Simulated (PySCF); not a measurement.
Coordinates in bohr (charge 0 multiplicity 1):
```
Ce    0.0000    0.0000   -0.3086
O     0.0000    0.0000    3.0175
H     3.1968    0.0000   -2.5121
H    -3.1968    0.0000   -2.5121
```

Computed with PBE0 in PySCF with Ce def2-SVP with ECP28, O def2-SVP, H def2-SVP; scalar-relativistic core potentials, no spin–orbit coupling; density-fitted integrals.

This geometry of H2CeO is a stationary point at this level.

(1) What is the point group?

(2) Is it a minimum?

(3) Which band is strongest in the infrared?

(4) What are the dipole moment and the gap between the highest occupied and lowest empty levels?

Results:

(1) C2v.

(2) No: it has 1 imaginary mode, at 156i cm⁻¹ (b1).

(3) 1312 cm⁻¹ (b2), 1176 km/mol.

(4) 0.32 D and 4.11 eV.

Stability towards spin polarisation was not tested. Other isomers or separated fragments may lie lower. At this level a singlet minimum of Cs symmetry lies 5 kJ/mol below this structure.
